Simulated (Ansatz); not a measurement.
`O=[CH][AlH][F]` at its PBE0-D4/def2-TZVP geometry, where that method's forces vanish. The species carries charge 0 and has multiplicity 1.

```xyz
6

O    -1.7743    0.7520   -0.1234
C    -0.6047    0.7793   -0.4371
Al    0.5447   -0.6660    0.3664
F     2.1506   -0.7009   -0.0091
H    -0.2567    1.5824   -1.1309
H    -0.0595   -1.7469    1.3341
```

(1) What forces (eV/Å) does ωB97M-V/def2-TZVPP give on these atoms in the Gaussian-basis code of Ansatz? (Best estimate.)

Answers

(1) Computed: 
```
O1  -0.175 -0.008  0.050
C2   0.330  0.011 -0.091
Al3 -0.241 -0.075  0.118
F4   0.077  0.010 -0.027
H5  -0.066 -0.072  0.071
H6   0.074  0.135 -0.120
```
